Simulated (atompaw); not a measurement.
Ranking PAW (atompaw) potentials for Hf

All share these settings but for the change named:

atompaw 4.2.0.5 input, output lines left out:

```
Hf 72
GGA-PBESOL scalarrelativistic loggrid 2001 logderivrange -4 5 226
6 6 5 4 0 0
6 0 0
6 1 0
5 2 1
0 0 0
c
c
c
c
c
v
c
c
c
c
v
c
c
v
c
2
3.00 2.60 2.80 1.75
y
1.15
n
y
-0.05
n
y
-1.4
n
custom polynom2 7 10 vanderbiltortho sinc
bessel
2.75
2.75
3.00
3.00
3.00
3.00
```

Cutoff: the first of the cutoffs (Ry, on a coarse ladder) from which the occupation-weighted sum of valence levels, in a spherical-Bessel basis at the reference potential, stays within 10 and 1 mRy of its value at 400 Ry; the density cutoff is not measured.

The base gives 12 Ry.

Of 7 variants that were run, those that failed, showed a ghost or another fault, or gave nearly equal values are left out.

(1) Rank these variants from softest to hardest (loose cutoff).
A. all radii scaled by about 1.21 (s 3.32, p 3.62, d 3.62 bohr); local potential bessel scheme, radius 3.38 bohr; augmentation sinc compensation charge, radius 3.14 bohr; PAW radius 3.62 bohr; waves and projectors: custom polynom2 7 10 vanderbiltortho; core correction smooth core density matched at 2.12 bohr
B. all radii scaled by about 1.09 (s 3.02, p 3.28, d 3.28 bohr); local potential bessel scheme, radius 3.06 bohr; augmentation sinc compensation charge, radius 2.84 bohr; PAW radius 3.28 bohr; waves and projectors: custom polynom2 7 10 vanderbiltortho; core correction smooth core density matched at 1.92 bohr
C. all radii scaled by about 0.90 (s 2.48, p 2.70, d 2.70 bohr); local potential bessel scheme, radius 2.52 bohr; augmentation sinc compensation charge, radius 2.34 bohr; PAW radius 2.70 bohr; waves and projectors: custom polynom2 7 10 vanderbiltortho; core correction smooth core density matched at 1.58 bohr
D. all radii scaled by about 1.28 (s 3.52, p 3.84, d 3.84 bohr); local potential bessel scheme, radius 3.60 bohr; augmentation sinc compensation charge, radius 3.34 bohr; PAW radius 3.84 bohr; waves and projectors: custom polynom2 7 10 vanderbiltortho; core correction smooth core density matched at 2.24 bohr

Answers

(1) D (6 Ry), A (8 Ry), B (10 Ry), C (15 Ry).
